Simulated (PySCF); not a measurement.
OSr. Atoms are numbered in the order given.

```xyz
2

Sr     0.0000     0.0000    -0.3371
O      0.0000     0.0000     1.6012
```

Coordinates come from a B3LYP-D3(BJ)/def2-TZVPD optimisation. The def2 effective core potentials stand for the cores of Sr; spin–orbit coupling is left out.

All values below come from B3LYP/def2-TZVPD (PySCF).

Mulliken values depend strongly on the basis, most of all with diffuse functions as here. ESP charges are fitted to the potential on shells at 1.4 to 2.0 van der Waals radii. Atomic charges (e):

| atom | Mulliken | ESP fit |
|---|---|---|
| Sr1 | 1.18 | 0.97 |
| O2 | -1.18 | -0.97 |
